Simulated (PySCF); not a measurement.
Cl2FH3Si2. Atoms are numbered in the order given.

```xyz
8

Si     1.7714     0.2058    -0.2320
F      2.6241    -0.6288     0.8823
Si    -0.4753     0.3021     0.4192
Cl    -1.4065     1.4169    -1.0717
Cl    -1.2521    -1.6211     0.4591
H      1.8589    -0.4998    -1.5379
H      2.3431     1.5759    -0.3350
H     -0.7675     0.9419     1.7255
```
Charge 0, spin multiplicity 1.

Geometry optimised at B3LYP-D3(BJ)/def2-SVP. This is a generated structure with no PubChem entry under its InChIKey; it may be hypothetical. The values are those of a single conformer.

The numbers are results of TDA-LC-ωPBE/def2-SVPD (PySCF), not measurements.

Vertical excitations. The molecule is in vacuum.

Computed UV-visible absorptions:
```json
[
 {"state": "S1", "energy (eV)": "6.41", "λ (nm)": "194", "f": "0.021", "main pairs": "HOMO→LUMO 92 %"},
 {"state": "S2", "energy (eV)": "6.88", "λ (nm)": "180", "f": "0.031", "main pairs": "HOMO→LUMO+1 91 %"},
 {"state": "S3", "energy (eV)": "7.95", "λ (nm)": "156", "f": "0.013", "main pairs": "HOMO−4→LUMO 55 %, HOMO−1→LUMO 15 %"},
 {"state": "S4", "energy (eV)": "7.99", "λ (nm)": "155", "f": "0.012", "main pairs": "HOMO−2→LUMO 29 %, HOMO−1→LUMO+1 15 %, HOMO→LUMO+4 8 %, HOMO−3→LUMO 8 %"},
 {"state": "S5", "energy (eV)": "8.10", "λ (nm)": "153", "f": "0.079", "main pairs": "HOMO→LUMO+2 23 %, HOMO−1→LUMO 17 %, HOMO→LUMO+4 15 %, HOMO−4→LUMO 9 %"},
 {"state": "S6", "energy (eV)": "8.22", "λ (nm)": "151", "f": "0.033", "main pairs": "HOMO−1→LUMO+1 38 %, HOMO−2→LUMO+1 20 %, HOMO−1→LUMO 16 %"},
 {"state": "S7", "energy (eV)": "8.28", "λ (nm)": "150", "f": "0.096", "main pairs": "HOMO→LUMO+2 47 %, HOMO−1→LUMO 17 %"},
 {"state": "S8", "energy (eV)": "8.33", "λ (nm)": "149", "f": "0.020", "main pairs": "HOMO−3→LUMO+1 29 %, HOMO−3→LUMO 21 %, HOMO−2→LUMO+1 11 %, HOMO−2→LUMO 5 %"},
 {"state": "S9", "energy (eV)": "8.44", "λ (nm)": "147", "f": "0.022", "main pairs": "HOMO−2→LUMO+1 20 %, HOMO→LUMO+4 15 %, HOMO→LUMO+3 11 %, HOMO−2→LUMO 10 %"},
 {"state": "S10", "energy (eV)": "8.59", "λ (nm)": "144", "f": "0.050", "main pairs": "HOMO−3→LUMO+1 35 %, HOMO−3→LUMO 32 %, HOMO−2→LUMO 6 %"},
 {"state": "T1", "energy (eV)": "5.49", "λ (nm)": "226", "f": "0", "main pairs": "HOMO→LUMO 86 %"},
 {"state": "T2", "energy (eV)": "5.94", "λ (nm)": "209", "f": "0", "main pairs": "HOMO→LUMO+1 86 %"},
 {"state": "T3", "energy (eV)": "7.12", "λ (nm)": "174", "f": "0", "main pairs": "HOMO→LUMO+2 64 %"},
 {"state": "T4", "energy (eV)": "7.35", "λ (nm)": "169", "f": "0", "main pairs": "HOMO−4→LUMO 61 %"}
]
```
Triplets are in the Tamm–Dancoff approximation.
